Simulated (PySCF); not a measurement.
# Ionisation energy of Bi by level of theory

Bi [Xe] 4f14 5d10 6s2 6p3 (4S) → Bi⁺ [Xe] 4f14 5d10 6s2 6p2 (3P), as a difference of total energies. All numbers are calculated (PySCF 2.14, a scalar-relativistic core potential, in aug-cc-pVQZ-PP with one added diffuse shell each of s, p, d, f, g type with ECP60MDF (8s8p6d4f3g, 117 functions)). Correlated levels: valence: 5s2 5p6 5d10 frozen. The calculations carry no spin-orbit coupling.

```
           method  ionisation energy (eV)  difference from reference (eV)
              UHF                   8.206                          +0.920
              LDA                   8.753                          +1.467
              PBE                   8.567                          +1.281
             PBE0                   8.638                          +1.352
           r2SCAN                   8.761                          +1.475
             MN15                   8.653                          +1.367
          LC-wPBE                   8.685                          +1.399
           revPBE                   8.510                          +1.224
    MP2 (valence)                   8.588                          +1.302
SCS-MP2 (valence)                   8.470                          +1.184
```

Reference: 7.286 eV (measured; NIST Atomic Spectra Database, ionization energies).

Spin-orbit coupling is strong in these open shells (close to jj coupling). The scalar numbers leave it out and a first-order estimate fails, so it can dominate the gap to the real levels.

Errors of the correlated levels include the incompleteness of this basis and the frozen core.
